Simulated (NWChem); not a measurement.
System: C2H4BFO2; SMILES OB(O)C(=C)F

```xyz
10

C     -1.2749    -1.4908     0.0000
C     -0.1447    -0.7870     0.0000
F      1.0473    -1.4358     0.0000
B      0.0193     0.7789     0.0000
O     -1.0858     1.5610     0.0000
O      1.2625     1.3260     0.0000
H     -1.2727    -2.5838     0.0000
H     -2.2265    -0.9574     0.0000
H     -0.8611     2.4980     0.0000
H      1.9425     0.6419     0.0000
```
Atoms are numbered in this order, from 1.

All runs: NWChem. Pople sets run with spherical d functions. Medium grid unless said otherwise, to which SCAN and Minnesota functionals are sensitive. Geometry: optimised at PBE0/def2-SVP.

Q: Among these, which level gives the highest value of “dipole (D)”?
(A) B3LYP/6-31G*
(B) MN15-L/6-31G*
(C) PBE/6-31G*
(D) CAM-B3LYP/6-31G*

A: C, PBE/6-31G*. Values: CAM-B3LYP/6-31G* 0.56; B3LYP/6-31G* 0.56; MN15-L/6-31G* 0.59; PBE/6-31G* 0.66
